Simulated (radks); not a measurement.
All-electron atom: the tin ion Sn4+ in [Kr] 4d10.

All-electron calculation, Dirac Kohn-Sham, PBE, spin-unpolarised, spherical densities, finite nucleus; Fermi nuclear charge, rms radius 4.6519 fm. Program: a radial shooting solver on a logarithmic mesh with Libxc functionals.

Energy parts (hartree):
| part | energy |
|---|---|
| total | -6175.42413 |
| kinetic | 6502.22946 |
| electron-nucleus | -14918.12210 |
| Hartree | 2404.59831 |
| exchange-correlation | -164.12980 |

Orbitals (lengths in bohr, moments of r in powers of bohr; r(max) is where P^2 peaks):
orbital,occ.,eigenvalue (hartree),r(max),<1/r>,<r^4>,small-component weight
1s1/2,2,-1067.074,0.01877,53.09,3.406e-06,3.37e-02
2s1/2,2,-162.3744,0.1062,12.31,0.0005913,7.14e-03
2p1/2,2,-151.7790,0.08179,12.29,0.0003812,7.16e-03
2p3/2,4,-143.3028,0.08632,11.45,0.0004480,6.84e-03
3s1/2,2,-32.60019,0.3077,4.352,0.02645,2.06e-03
3p1/2,2,-28.29513,0.2941,4.260,0.02567,2.01e-03
3p3/2,4,-26.74720,0.3044,4.053,0.02914,1.92e-03
3d3/2,4,-19.13800,0.2494,3.899,0.02491,1.80e-03
3d5/2,6,-18.81849,0.2523,3.845,0.02592,1.78e-03
4s1/2,2,-6.47585,0.7459,1.707,0.8508,5.56e-04
4p1/2,2,-5.04320,0.7719,1.591,1.117,4.97e-04
4p3/2,4,-4.76415,0.7964,1.525,1.276,4.70e-04
4d3/2,4,-2.51047,0.8790,1.250,3.057,3.32e-04
4d5/2,6,-2.47082,0.8883,1.234,3.201,3.26e-04

The highest occupied level is 4d5/2 at -67.234 eV. For comparison, the ionisation energy in NIST's Atomic Spectra Database is 77.03 eV (measured). In exact Kohn-Sham theory the highest level is minus the ionisation energy, but local and semilocal functionals leave it too shallow, through self-interaction and a potential that decays too fast; potentials with the right tail come closer. The electron density at the nucleus is 1.911e+05 e/bohr^3. Summed over all electrons, <r^2> = 22.65 bohr^2, which gives a Langevin (diamagnetic) susceptibility term of -17.9 x 10^-6 cm^3/mol.
